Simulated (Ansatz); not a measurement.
The cluster CaTe2, relaxed as a triplet with UKS r2SCAN-D4/def2-TZVP in Ansatz, starting from the r2SCAN-D4/def2-TZVP geometry of the neutral singlet. Force threshold 0.02 eV/Å.

In the def2 sets Te takes a core potential; there is no spin–orbit coupling. At r2SCAN-D4/def2-TZVP a singlet of charge 0 lies 0.74 eV below the triplet, each at its own geometry. The structure comes from a short search, and lower isomers may exist.

Start:

| atom | x (Å) | y (Å) | z (Å) |
| --- | --- | --- | --- |
| Ca1 | -0.4082 | -1.3737 | 0.7605 |
| Te2 | 0.2836 | -0.0170 | -1.6089 |
| Te3 | 0.1246 | 1.3907 | 0.8484 |

Q: Estimate the energy that the relaxation releases and the steps that it takes.

A: 0.40 eV, in 6 steps; 21 s on 4 threads of Intel Xeon on a shared host. No frequencies were taken in this run, so the end may be a saddle point.

Q: Does the start keep its bonding and symmetry?

A: By distances, no bond broke or formed. The bond that changes most is Ca1–Te2, from 2.82 to 3.07 Å (atoms count from 1). Point group C2v at the start, C2v at the end, both within 0.05 Å.

Q: Predict the relaxed structure.

A: 
```
atom   x (Å)   y (Å)   z (Å)
 Ca1  -0.463  -1.560   0.859
 Te2   0.307   0.122  -1.585
 Te3   0.156   1.438   0.726
```
Bond lengths: 2 × Ca–Te 3.06 to 3.07 Å; 1 × Te–Te 2.66 Å.
